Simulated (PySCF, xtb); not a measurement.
SiBrI, SMILES Br[Si]I (connectivity only; charge and spin as stated), neutral, multiplicity 1.

Coordinates come from a PBE0-D3(BJ)/def2-TZVP optimisation. The def2 effective core potentials stand for the cores of I; spin–orbit coupling is left out.

Method: IEF-PCM-B3LYP/def2-SVP run with PySCF.

The values are the electrostatic part of the solvation free energy, E(continuum) − E(gas) at the gas-phase geometry, in a cavity of scaled van der Waals radii (PySCF's table); cavitation and dispersion terms are not included. In vacuum the orbital gap is 3.76 eV. The dipole moment in vacuum is 0.78 D.

Computed values in water (ε = 78.36), dimethylsulfoxide (ε = 46.83), methanol (ε = 32.61):
| solvent | ε | ΔG(elec) (kcal/mol) | dipole (D) | gap (eV) |
|---|---|---|---|---|
| water | 78.36 | -1.2 | 1.18 | 3.86 |
| dimethylsulfoxide | 46.83 | -1.2 | 1.18 | 3.86 |
| methanol | 32.61 | -1.2 | 1.17 | 3.86 |

For comparison, GFN2-xTB/ALPB(water) (xtb, at the GFN2-xTB geometry, all terms of that model) gives -0.8 kcal/mol.
